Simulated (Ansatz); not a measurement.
Molecule: trihydroxy(silyl)silane, H₆Si₂O₃, net charge 0, singlet state. SMILES: O[Si](O)(O)[SiH3]
Structure (B3LYP-D3(BJ)/def2-TZVP (Ansatz, a quantum-chemistry and plane-wave program) minimum search):
```
Si
O 1 1.6402
H 2 0.9625 1 118.19
O 1 1.6439 2 108.61 3 43.17
H 4 0.9611 1 117.08 2 -145.82
O 1 1.6525 2 113.50 3 -72.30
H 6 0.9606 1 118.39 2 -61.60
Si 1 2.3384 2 105.40 3 165.16
H 8 1.4817 1 111.44 2 -55.13
H 8 1.4843 9 108.77 1 120.92
H 8 1.4852 9 108.75 10 117.33
```

Wanted: vertical triplet-singlet gap, E(triplet) - E(singlet), in eV. Set-up: dispersion terms only where a functional's name holds one; UHF or UKS for open shells; spin-orbit terms left out; each state is the SCF solution reached for its charge and spin; valence correlation only; six Cartesian d functions in 6-31G* and its kin unless marked 5d; 6-311+G** with 5d, 6d on Na to Ar in Ansatz; non-relativistic. Basis-set limits of correlation are two-point, X^-3; Hartree-Fock from the larger set. [CCSD(T)-MP2]/basis is that difference in the basis named. Ab initio and DFT rows: single points at B3LYP-D3(BJ) geometries (Ansatz). Levels can end on unlike triplets.

Coupled cluster (Ansatz) is a level with limits of its own, used here on species with T1 under 0.025 (0.045 for open shells) and stable references: RI-MP2/CBS(aug-cc-pV(T+d)Z,aug-cc-pV(Q+d)Z)+[CCSD(T)-MP2]/aug-cc-pV(T+d)Z.

Value to compare with, RI-MP2/CBS(aug-cc-pV(T+d)Z,aug-cc-pV(Q+d)Z)+[CCSD(T)-MP2]/aug-cc-pV(T+d)Z (Ansatz): 6.46 eV.

```
level             program  vertical triplet-singlet gap, E(triplet) - E(singlet) (eV)  difference
----------------  -------  ----------------------------------------------------------  ----------
B3LYP/STO-3G       Ansatz                                                        7.78        1.32
B3LYP/3-21G        Ansatz                                                        6.95        0.49
B3LYP/6-31G*       Ansatz                                                        6.55        0.09
B3LYP/6-311+G**    Ansatz                                                        6.34       -0.12
B3LYP/def2-TZVPD   Ansatz                                                        6.11       -0.35
```

Among the 4 habitual levels, B3LYP/STO-3G lies farthest from RI-MP2/CBS(aug-cc-pV(T+d)Z,aug-cc-pV(Q+d)Z)+[CCSD(T)-MP2]/aug-cc-pV(T+d)Z (Ansatz) (1.32 eV); 3 of 4 lie above it, and their mean absolute difference is 0.51 eV, the median 0.30. One case shows no general order.

The sets are all those run for this method; left out are runs that failed, that the program found above a lower state of the same kind, or whose <S^2> lies over 0.5 above the pure value.
